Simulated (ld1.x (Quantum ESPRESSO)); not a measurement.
**Scattering properties, RRKJ potential for zinc (Zn)**

```
Element                 : zinc
Generator               : ld1.x (Quantum ESPRESSO) 7.5
Type                    : norm-conserving RRKJ (Kleinman–Bylander form)
Functional              : PBE
Relativity              : scalar-relativistic
Frozen core             : [Ne]
Valence charge          : 20
Reference configuration : 3s2 3p6 3d10 4s1 4p1
Partial waves           : 3s (bound): rc 0.75 bohr; 3p (bound): rc 0.65 bohr; 3d (bound): rc 1.25 bohr
Local potential         : all-electron potential smoothed inside 0.80 bohr (lloc = -1)
Core correction         : none
rho0                    : 0.005
```

Occupied shells without a wave of their own: 4p, 4s. They enter only through the test configuration that unscreens the potential.

The phase is arctan(r·u′/u) with u = r·R(r), unwrapped; energies in Ry, scanned from -12 to 5 Ry. A pole is an energy at which the radial function vanishes at the test radius. The pseudo phase is shifted by a multiple of π to meet the all-electron one at the reference energy, and phase errors are pseudo minus all-electron; the curves can meet again beyond the range given. Levels narrower than the energy grid can be missing from the lists of poles.

For each channel, where are the poles, and over which energies does the pseudopotential scatter like the atom?

```
channel  radius (bohr)  reference energy (Ry)  poles, all-electron  poles, pseudo  unbroken range about the reference energy with phases within 0.05 rad  phase error 1 Ry above the reference energy (rad)
      s           1.36                  -9.66                -9.11          -9.11                                                        the whole range                                             -0.000
      p           1.36                  -6.30                -5.53          -5.53                                                        the whole range                                             +0.000
      d           1.36                  -0.91                 0.36           0.39                                                              below 4.1                                             +0.005
```

Phases in the s channel:

| E (Ry) | all-electron | pseudo |
| --- | --- | --- |
| -12.00 | 1.236 | 1.236 |
| -11.52 | 1.190 | 1.189 |
| -11.04 | 1.102 | 1.101 |
| -10.56 | 0.863 | 0.863 |
| -10.08 | -0.323 | -0.324 |
| -9.60 | -1.356 | -1.356 |
| -9.12 | -1.568 | -1.568 |
| -8.64 | -1.652 | -1.652 |
| -8.16 | -1.698 | -1.698 |
| -7.68 | -1.730 | -1.730 |
| -7.20 | -1.754 | -1.754 |
| -6.72 | -1.774 | -1.774 |
| -6.24 | -1.792 | -1.792 |
| -5.76 | -1.809 | -1.810 |
| -5.28 | -1.826 | -1.826 |
| -4.80 | -1.843 | -1.843 |
| -4.32 | -1.860 | -1.861 |
| -3.84 | -1.879 | -1.880 |
| -3.36 | -1.899 | -1.900 |
| -2.88 | -1.922 | -1.923 |
| -2.40 | -1.946 | -1.948 |
| -1.92 | -1.975 | -1.977 |
| -1.44 | -2.008 | -2.010 |
| -0.96 | -2.046 | -2.050 |
| -0.48 | -2.092 | -2.097 |
| 0.00 | -2.149 | -2.155 |
| 0.48 | -2.219 | -2.227 |
| 0.96 | -2.307 | -2.318 |
| 1.44 | -2.421 | -2.437 |
| 1.92 | -2.569 | -2.592 |
| 2.40 | -2.761 | -2.792 |
| 2.88 | -2.998 | -3.038 |
| 3.36 | -3.264 | -3.311 |
| 3.84 | -3.528 | -3.574 |
| 4.32 | -3.757 | -3.797 |
| 4.80 | -3.940 | -3.974 |
